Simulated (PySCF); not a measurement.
## P⁺: excitation energy

P⁺ [Ne] 3s2 3p2 (3P) → P⁺ [Ne] 3s1 3p3 (5S), as a difference of total energies. All numbers are calculated (PySCF 2.14, the spin-free X2C one-electron Hamiltonian (Gaussian nucleus), in x2c-TZVPPall). Correlated levels: valence: [Ne] frozen. The calculations carry no spin-orbit coupling.

Question: Order these methods by the excitation energy they give, lowest first.
A. UHF
B. MP2 (valence)
C. CCSD(T) (valence)
D. SCS-MP2 (valence)

Answer: A (32131 cm⁻¹), B (40652 cm⁻¹), C (43643 cm⁻¹), D (44770 cm⁻¹).

Errors of the correlated levels include the incompleteness of this basis and the frozen core.

For comparison: 45381 cm⁻¹ (measured; NIST levels, between the centres of gravity of the two terms).
